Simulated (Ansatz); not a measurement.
Method: Ansatz (a quantum-chemistry and plane-wave program) with r2SCAN-D4/def2-SVP. No frequencies were computed at this level.

Ansatz 0.2 input:
```yaml
crystal:
  periodic: [false, false, false]
  atoms:
    - { symbol: Ta, position_ang: [-0.089122, -0.23231, -0.134163] }
    - { symbol: F, position_ang: [0.431191, 1.233968, 1.045911] }
    - { symbol: O, position_ang: [-1.816959, 0.101853, 0.481995] }
    - { symbol: H, position_ang: [-2.133358, 0.754588, 1.109733] }
    - { symbol: O, position_ang: [1.063801, -1.262302, 0.910328] }
    - { symbol: H, position_ang: [1.599078, -1.010547, 1.665867] }
    - { symbol: O, position_ang: [0.616428, 0.82826, -1.495496] }
    - { symbol: H, position_ang: [1.023768, 1.69632, -1.45811] }
    - { symbol: O, position_ang: [-0.561046, -1.569397, -1.205694] }
    - { symbol: H, position_ang: [-0.810045, -2.288961, -1.778634] }
basis:
  gaussian: { orbitals: def2-svp }
hamiltonian:
  xc: r2scan
  dispersion: d4
relax:
  max_steps: 150
```

Output:

```
Functional definition: r2SCAN
1256 factors; their error is unknown
mean field evaluation 1: about -12497.0349 eV, gradient 1.1e2 eV
mean field evaluation 2: about -12406.3912 eV, gradient 2.4e2 eV
mean field evaluation 4: about -12516.3895 eV, gradient 1.0e1 eV
mean field evaluation 8: about -12516.5950 eV, gradient 2.7e-1 eV
mean field evaluation 16: about -12516.5433 eV, gradient 9.3e-4 eV
mean field -12516.54325812 eV, -459.9744807181 hartree, gradient 2.7e-5 eV, S^2 0.000000; 0 other end points of the search recorded, 0 dependent functions left out
reference -12516.54328129 eV, -459.9744815698 hartree; 29, 29 occupied and 93, 93 virtual orbitals, 1256 factors
relax step   1: F+E_penalty+E_count = -12516.58999472 eV  Δ(F+E_penalty+E_count) = +0.000e0 eV  max|allowed force component| = 3.328e0 eV/Å  Δτ_max = 0.0000 Å  (29 SCF iters, accepted)
these checks for a lower state are left out or cut short: starts, cluster_reference, orbital_swaps, neighbouring_geometries, increment
1256 factors; their error is unknown
mean field -12516.90601717 eV, -459.9878118673 hartree, gradient 1.2e-5 eV, S^2 0.000000; 0 other end points of the search recorded, 0 dependent functions left out
reference -12516.90604036 eV, -459.9878127195 hartree; 29, 29 occupied and 93, 93 virtual orbitals, 1256 factors
relax step   2: F+E_penalty+E_count = -12516.95145152 eV  Δ(F+E_penalty+E_count) = -3.615e-1 eV  max|allowed force component| = 7.221e-1 eV/Å  Δτ_max = 0.0674 Å  (35 SCF iters, accepted)
these checks for a lower state are left out or cut short: starts, cluster_reference, orbital_swaps, neighbouring_geometries, increment
1256 factors; their error is unknown
mean field evaluation 32: about -12516.9253 eV, gradient 2.6e-4 eV
mean field -12516.92532438 eV, -459.9885213941 hartree, gradient 2.0e-5 eV, S^2 0.000000; 0 other end points of the search recorded, 0 dependent functions left out
reference -12516.92534755 eV, -459.9885222458 hartree; 29, 29 occupied and 93, 93 virtual orbitals, 1256 factors
relax step   3: F+E_penalty+E_count = -12516.97075710 eV  Δ(F+E_penalty+E_count) = -1.931e-2 eV  max|allowed force component| = 1.767e-1 eV/Å  Δτ_max = 0.0309 Å  (30 SCF iters, accepted)
these checks for a lower state are left out or cut short: starts, cluster_reference, orbital_swaps, neighbouring_geometries, increment
1256 factors; their error is unknown
mean field -12516.93893859 eV, -459.9890217073 hartree, gradient 4.9e-6 eV, S^2 0.000000; 0 other end points of the search recorded, 0 dependent functions left out
reference -12516.93896177 eV, -459.9890225591 hartree; 29, 29 occupied and 93, 93 virtual orbitals, 1256 factors
relax step   4: F+E_penalty+E_count = -12516.98435025 eV  Δ(F+E_penalty+E_count) = -1.359e-2 eV  max|allowed force component| = 2.468e-1 eV/Å  Δτ_max = 0.0620 Å  (31 SCF iters, accepted)
these checks for a lower state are left out or cut short: starts, cluster_reference, orbital_swaps, neighbouring_geometries, increment
1256 factors; their error is unknown
mean field -12516.94348786 eV, -459.9891888900 hartree, gradient 1.6e-5 eV, S^2 0.000000; 0 other end points of the search recorded, 0 dependent functions left out
reference -12516.94351107 eV, -459.9891897428 hartree; 29, 29 occupied and 93, 93 virtual orbitals, 1256 factors
relax step   5: F+E_penalty+E_count = -12516.98888708 eV  Δ(F+E_penalty+E_count) = -4.537e-3 eV  max|allowed force component| = 1.732e-1 eV/Å  Δτ_max = 0.0330 Å  (29 SCF iters, accepted)
these checks for a lower state are left out or cut short: starts, cluster_reference, orbital_swaps, neighbouring_geometries, increment
1256 factors; their error is unknown
mean field -12516.94454604 eV, -459.9892277774 hartree, gradient 1.2e-5 eV, S^2 0.000000; 0 other end points of the search recorded, 0 dependent functions left out
reference -12516.94456927 eV, -459.9892286309 hartree; 29, 29 occupied and 93, 93 virtual orbitals, 1256 factors
relax step   6: F+E_penalty+E_count = -12516.98993827 eV  Δ(F+E_penalty+E_count) = -1.051e-3 eV  max|allowed force component| = 7.122e-3 eV/Å  Δτ_max = 0.0111 Å  (31 SCF iters, accepted)
1256 factors; their error is unknown
mean field evaluation 64: about -12516.9874 eV, gradient 4.2e-1 eV
mean field -12516.94454604 eV, -459.9892277774 hartree, gradient 1.2e-5 eV, S^2 0.000000; 1 other end points of the search recorded, 0 dependent functions left out
reference -12516.94456927 eV, -459.9892286309 hartree; 29, 29 occupied and 93, 93 virtual orbitals, 1256 factors
Total energy: -12516.98996149 eV, -459.9908967644 hartree
Atom 0 at    -0.086686    -0.227438    -0.128624 Å, force     0.000417     0.003293     0.000728 eV/Å
Atom 1 at     0.430136     1.231426     1.043599 Å, force     0.001009     0.001823     0.002608 eV/Å
Atom 2 at    -1.873801     0.103348     0.490712 Å, force     0.004991    -0.004329    -0.003776 eV/Å
Atom 3 at    -2.051491     0.803970     1.132632 Å, force     0.002222     0.002825     0.001926 eV/Å
Atom 4 at     1.096431    -1.303669     0.934154 Å, force    -0.004801     0.002409    -0.004633 eV/Å
Atom 5 at     1.581993    -0.916090     1.674805 Å, force     0.000660     0.003118     0.001893 eV/Å
Atom 6 at     0.634093     0.850376    -1.544788 Å, force    -0.003178    -0.007122     0.001720 eV/Å
Atom 7 at     1.017137     1.718153    -1.358423 Å, force     0.000511     0.002268     0.003641 eV/Å
Atom 8 at    -0.586087    -1.642614    -1.263148 Å, force    -0.001865    -0.005980    -0.004929 eV/Å
Atom 9 at    -0.837988    -2.365988    -1.839182 Å, force     0.000034     0.001695     0.000820 eV/Å
Dipole moment:     0.012387     0.033658     0.027370 e Å
```

Cost: roughly 60 core-seconds.
